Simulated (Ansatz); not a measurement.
`N[BH][SnH]([F])[Cl]` + HCl → `[F][SnH]([Cl])[Cl]` + `BN` at 400 K and 1 bar (cleavage of the Sn–B bond).

Isolated molecules relaxed with PBE0-D4/def2-TZVP in Ansatz; ΔE leaves out vibrations. CCSD(T)/CBS is the MP2 limit (def2-TZVPP, def2-QZVPP) plus CCSD(T) − MP2 in def2-TZVPP, frozen cores. This one scheme is used for every species. Elements past krypton have def2 core potentials. For Sn outer-core shells are correlated without core-valence functions, which leaves a few kJ/mol of doubt a bond. Each species was taken in one conformer, which may not be the lowest.

```
              species  CCSD(T)/CBS energy (Eh)  H − E (kJ/mol)  S (J/(mol·K))
`N[BH][SnH]([F])[Cl]`               -855.62258           168.7          410.5
                  HCl               -460.38127            29.6          195.4
 `[F][SnH]([Cl])[Cl]`              -1234.09211            56.6          369.2
                 `BN`                -81.93499           142.5          243.5
```

H − E and S are ideal-gas, rigid-rotor, harmonic terms from PBE0-D4/def2-TZVP, for one conformer and one mirror image of each species. 1 Eh = 2625.50 kJ/mol, R = 8.31446 J/(mol·K).

Question: By hand: ΔE, ΔH, ΔS and ΔG.

Answer: ΔE = (-1234.09211) + (-81.93499) − (-855.62258) − (-460.38127) = -0.02325 Eh = -61.0 kJ/mol. Δ(H − E) = 56.6 + 142.5 − 168.7 − 29.6 = 0.8, so ΔH = -60.2 kJ/mol. ΔS = 369.2 + 243.5 − 410.5 − 195.4 = 6.8 J/(mol·K). ΔG = -60.2 − 400 × (6.8)/1000 = -62.9 kJ/mol.

Question: By hand: the equilibrium constant, and the temperature at which ΔG would vanish if ΔH and ΔS stayed fixed.

Answer: log₁₀ K = −ΔG/(RT ln 10) = 8.2. ΔH and −TΔS have one sign here, so there is no such temperature.

The number of gas molecules stays the same, so ΔS is small and ΔH decides. A doubt of 5 kJ/mol in ΔE shifts log₁₀ K by 0.7 here. Other conformers and mirror images would add mixing entropy, several J/(mol·K) or more a flexible species. These are equilibria of isolated gas molecules and say nothing of rates. Largest T1 diagnostic: 0.014 (customary marks: 0.02 for closed shells, 0.045 for open ones).

ΔS is within the doubt of such terms, so its sign, and with it that verdict, could turn.
